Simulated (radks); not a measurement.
All-electron atom: W3+ in [Xe] 4f14 5d3. All-electron calculation, Dirac Kohn-Sham, BLYP, spin-unpolarised, spherical densities, finite nucleus; open shells are shared between the two j in proportion to 2j + 1; Fermi nuclear charge, rms radius 5.3658 fm. Program: a radial shooting solver on a logarithmic mesh with Libxc functionals.

Unscreened Slater integrals over Kohn-Sham orbitals (hartree). Large and small components are both included. Empty in this configuration: 6s1/2.

integral,value
"F0(5d5/2,5d5/2)",0.50592
"F2(5d5/2,5d5/2)",0.26384
"F4(5d5/2,5d5/2)",0.17427
"F0(5d5/2,5d3/2)",0.51256
"F2(5d5/2,5d3/2)",0.26707
"G2(5d5/2,5d3/2)",0.26684
"G4(5d5/2,5d3/2)",0.17628
"F0(5d5/2,4f7/2)",0.65226
"F2(5d5/2,4f7/2)",0.15062
"F4(5d5/2,4f7/2)",0.070701
"G1(5d5/2,4f7/2)",0.058044
"G3(5d5/2,4f7/2)",0.050499
"G5(5d5/2,4f7/2)",0.039322
"F0(5d5/2,4f5/2)",0.65324
"F2(5d5/2,4f5/2)",0.14835
"F4(5d5/2,4f5/2)",0.069157
"G1(5d5/2,4f5/2)",0.055596
"G3(5d5/2,4f5/2)",0.048831
"G5(5d5/2,4f5/2)",0.038124
"F0(5d5/2,6s1/2)",0.39262
"G2(5d5/2,6s1/2)",0.11216
"F0(5d3/2,5d3/2)",0.51953
"F2(5d3/2,5d3/2)",0.27079
"F0(5d3/2,4f7/2)",0.66837
"F2(5d3/2,4f7/2)",0.15887
"G3(5d3/2,4f7/2)",0.054480
"G5(5d3/2,4f7/2)",0.042287
"F0(5d3/2,4f5/2)",0.66941
"F2(5d3/2,4f5/2)",0.15651
"G1(5d3/2,4f5/2)",0.060829
"G3(5d3/2,4f5/2)",0.052811
"F0(5d3/2,6s1/2)",0.39513
"G2(5d3/2,6s1/2)",0.10615
"F0(4f7/2,4f7/2)",1.5105
"F2(4f7/2,4f7/2)",0.72868
"F4(4f7/2,4f7/2)",0.45938
"F6(4f7/2,4f7/2)",0.33113
"F0(4f7/2,4f5/2)",1.5219
"F2(4f7/2,4f5/2)",0.73436
"F4(4f7/2,4f5/2)",0.46302
"G2(4f7/2,4f5/2)",0.73153
"G4(4f7/2,4f5/2)",0.46132
"G6(4f7/2,4f5/2)",0.33256
"F0(4f7/2,6s1/2)",0.44882
"G3(4f7/2,6s1/2)",0.016265
"F0(4f5/2,4f5/2)",1.5336
"F2(4f5/2,4f5/2)",0.74030
"F4(4f5/2,4f5/2)",0.46684
"F0(4f5/2,6s1/2)",0.44925
"G3(4f5/2,6s1/2)",0.015967
"F0(6s1/2,6s1/2)",0.34383
